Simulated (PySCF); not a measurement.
EPR parameters of C6H13Si

C6H13Si (doublet state).
Z-matrix (Å and degrees, GFN2-xTB geometry), rows numbered from 1:
```
C 
C   1  1.5107
C   2  1.2959  1  126.33
Si  3  1.8391  2  154.46  1    -0.02
C   4  1.9206  3  112.81  2     0.08
C   4  1.9065  3  108.23  2   120.25
C   4  1.9065  3  108.27  2  -120.12
H   1  1.0889  2  109.65  3   120.76
H   1  1.0889  2  109.63  3  -120.54
H   1  1.0858  2  110.48  3     0.09
H   2  1.0892  1  113.19  3  -179.93
H   5  1.0857  4  111.05  3   -59.99
H   5  1.0862  4  111.30  3   179.95
H   5  1.0857  4  111.05  3    59.91
H   6  1.0853  4  111.15  3    57.66
H   6  1.0856  4  111.27  3   -62.19
H   6  1.0862  4  111.43  3   177.67
H   7  1.0856  4  111.28  3    62.19
H   7  1.0862  4  111.39  3  -177.69
H   7  1.0853  4  111.16  3   -57.71
```

The hyperfine couplings belong to this conformer and change with its torsions.

As a line formula: `C/C=[C]\[Si](C)(C)C` [radical].

Method: PySCF 2.14.0, UKS B3LYP, pcH-1 on C H Si, non-relativistic, mean-field spin-orbit, GIAO. Geometry: GFN2-xTB; no solvent, vibrations or thermal averaging. A GFN2-xTB geometry isn't a minimum of the functional, and hyperfine couplings can be far from their values at a DFT geometry. The SCF solution wasn't tested for stability.

```
g1, g2, g3   : 2.00175, 2.00205, 2.00279
g_iso        : 2.00220
Form of g    : rhombic: the two nearest values differ by 28 % of g3 − g1
⟨S²⟩         : 0.7578 (exact 0.7500)
Total energy : -525.95664 Eh
```

Hyperfine couplings atom by atom, in MHz; T1 to T3 are the principal values of the dipolar part:

```
atom  isotope  a_iso  of which spin–orbit     T1     T2     T3  Mulliken spin population
  C1      13C   93.6                  0.0   -7.5   -6.7   14.3                      0.07
  C2      13C  -41.9                  0.0  -15.8    3.2   12.7                     -0.17
  C3      13C  145.7                 -0.1  -78.0  -60.9  138.9                      0.99
 Si4     29Si    5.3                  0.0   -6.2    0.8    5.4                      0.00
  C5      13C   42.6                  0.0   -4.3   -4.3    8.6                      0.04
  C6      13C    3.8                  0.0   -0.8   -0.7    1.5                      0.00
  C7      13C    3.8                  0.0   -0.8   -0.7    1.5                      0.00
  H8       1H   -7.0                  0.0   -3.8   -2.0    5.8                      0.00
  H9       1H   -7.1                  0.0   -3.8   -2.0    5.8                      0.00
 H10       1H   -5.7                  0.0   -6.2   -1.3    7.5                      0.00
 H11       1H  141.0                  0.0   -5.6   -4.3    9.9                      0.06
 H12       1H   -2.9                  0.0   -3.5   -1.1    4.6                      0.00
 H13       1H   17.2                  0.0   -2.8   -0.9    3.7                      0.01
 H14       1H   -2.9                  0.0   -3.5   -1.1    4.6                      0.00
 H15       1H    0.0                  0.0   -2.5   -1.8    4.4                      0.00
 H16       1H    0.2                  0.0   -2.0   -1.8    3.8                      0.00
 H17       1H   -0.3                  0.0   -1.3   -1.1    2.3                      0.00
 H18       1H    0.2                  0.0   -2.0   -1.8    3.7                      0.00
 H19       1H   -0.3                  0.0   -1.3   -1.1    2.3                      0.00
 H20       1H    0.0                  0.0   -2.5   -1.8    4.4                      0.00
```

The Mulliken spin populations are largest on C3 (+0.99), C2 (-0.17), C1 (+0.07) and H11 (+0.06). No atom but C3 exceeds +0.15.

Axes: g1 points within 4° of the C2–C3 bond.

Under fast tumbling the dipolar parts average out, and these isotropic splittings remain: 1 × 1H (H11, I = 1/2, 2 lines) with 5.03 mT, 3 × 1H (H8/H9/H10, I = 1/2, 4 lines) with 0.23 mT and 9 × 1H (H12 (×9), I = 1/2, 10 lines) with 0.04 mT.

Nuclei that the bonding pattern makes equivalent are averaged, as if the motion that swaps them (rotation, inversion, ring flip) were fast. The nine 1H nuclei of mean +1.3 MHz run from -2.9 to 17.2 MHz in the frozen geometry.

The 29Si coupling of Si4 (5.3 MHz) shows only in satellite lines or after enrichment, since that isotope makes up about 4.7 % of natural silicon.

The 13C coupling of C3 (145.7 MHz) shows only in satellite lines or after enrichment, since that isotope makes up about 1.07 % of natural carbon.
